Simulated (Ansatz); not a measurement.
```xyz
11

C    -0.161   -1.483    0.192
Si   -0.409    0.328   -0.110
N     0.993    0.968   -0.831
S    -0.862    1.482    1.622
Cl   -2.134    0.533   -1.241
H     0.040   -2.005   -0.747
H    -1.058   -1.917    0.637
H     0.680   -1.646    0.869
H     1.471    0.450   -1.551
H     1.070    1.962   -0.978
H     0.370    1.327    2.139
```

Total charge 0; spin multiplicity 1.

Problem. List the PBE0/def2-TZVPP orbital energies in eV (Ansatz). (An estimate is asked.)

Solution. Computed: Occupied: -2766.99, -2422.26, -1803.91, -391.17, -277.99, -258.85, -217.63, -197.12, -197.00, -197.00, -161.47, -161.38, -161.28, -146.03, -100.74, -100.70, -100.65, -24.27, -22.76, -20.49, -19.77, -14.52, -14.17, -12.47, -11.87, -11.51, -10.96, -10.37, -9.59, -9.10, -8.67, -8.00, -7.52. Lowest empty: 0.53, 0.80, 1.30, 1.64, 1.80, 2.49, 2.63, 2.94.
